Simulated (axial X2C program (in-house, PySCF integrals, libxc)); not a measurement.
**Spectroscopic constants of SbP⁻**

Computed with an in-house relativistic program for diatomic molecules. Spin-free means the one-electron spin-free X2C Hamiltonian. Basis: Sb dyall-acv3z [12s13p9d5f1g], P dyall-av3z [9s8p3d2f] (cores contracted in-house); Gaussian nuclei, density fitting, unrestricted open shells. Masses: Sb 120.904 u, P 30.974 u.

Input:
```json
{"zs": [51, 15], "q": -1, "bas": ["dyall-acv3z", "dyall-av3z"], "levels": ["PBE0", "HF", "B97-3"], "cc": true, "r0": 2.35, "thr": -1.0, "nmax": 90, "npts": 10, "nst": 2, "ntry": 6}
```
```bash
python so2c.py task.json out
```

Keys: zs atomic numbers; q charge; bas basis sets; levels methods; cc coupled cluster on or off; r0 starting distance in Å; thr threshold in hartree for freezing inner shells (an s shell follows its p shell); nmax most natural virtual spinors; npts points on the curve; nst determinants followed; ntry starts of the search. HF also brings MP2.

State, spin-free: M_S = 1/2, Λ = 1 (beyond evenly filled blocks: π+α); electrons by block: σα: 15, σβ: 15, π+α: 8, π+β: 7, π-α: 7, π-β: 7, δ+α: 2, δ+β: 2, δ-α: 2, δ-β: 2. Fragments: Sb- + P.

```
Hamiltonian    level  Re (Å)  ωe (cm⁻¹)  ωexe (cm⁻¹)  Be (cm⁻¹)  αe (cm⁻¹)  De (eV)  D0 (eV)  k (mdyn/Å)  μ (D)
  spin-free     PBE0   2.277      461.7          1.6     0.1319   0.000478     3.56     3.53         3.1  -3.26
  spin-free       HF   2.254      499.8         1.05     0.1346   0.000427    0.883    0.852        3.63  -3.33
  spin-free     CCSD   2.300      448.2         1.14     0.1293   0.000473     3.10     3.07        2.92    n/a
  spin-free  CCSD(T)   2.320      426.2         1.25      0.127   0.000507     3.43     3.40        2.64    n/a
  spin-free    B97-3   2.290      451.3         1.17     0.1303   0.000471     3.71     3.68        2.96  -3.47
```

Correlated methods: 11 electrons correlated (number of frozen shells: Sb 4 s, 3 p, 2 d; P 2 s, 1 p), 291 virtual spin orbitals or spinors in MP2, 90 natural virtuals in coupled cluster.

Dipoles are positive if P is the positive end and refer to the centre of mass.

The state is one determinant whose occupation by symmetry is held fixed; it was picked as the lowest of a PBE0 search that is not exhaustive. De is counted from the lowest determinant-based energies of the atoms at the same level, without counterpoise correction. CCSD and (T) use frozen natural virtuals with an MP2 correction for the truncation; (T) itself is uncorrected, so its De runs slightly low. The functionals have no current-density term, which raises determinants with orbital currents, atoms included. The highest occupied level of some functionals is positive through self-interaction error; at Hartree–Fock it is bound. The determinant is spin-polarised beyond a pure state at some levels (its spin-free form has ⟨S²⟩ too high), which makes Re and μ there less reliable. The stretched end of a curve changes character and is left out. With the outer-core shells frozen, correlated bond lengths of heavy atoms tend to come out a few hundredths of an ångström too long. Spin-free De lacks the spin–orbit lowering of the heavy p-block atom, a tenth of an eV or more for 4p and 5p, up to an eV for 6p and one to two eV for 7p atoms, less what an open-shell molecule gains itself. Hartree–Fock gets electron affinities wrong, so its lowest charge split need not be the true one.

No reliable constants came from B97-3 (2c), CCSD (2c), CCSD(T) (2c), HF (2c), MP2 (2c), MP2 (spin-free), PBE0 (2c): no minimum in range, unconverged points, a curve that is not smooth, a change of character along it, or the two Hamiltonians disagreeing along it.

The whole task took 4.8 min on 1 thread of Intel(R) Xeon(R) Platinum 8124M CPU @ 3.00GHz (Skylake/Cascade Lake), with other jobs on the host.
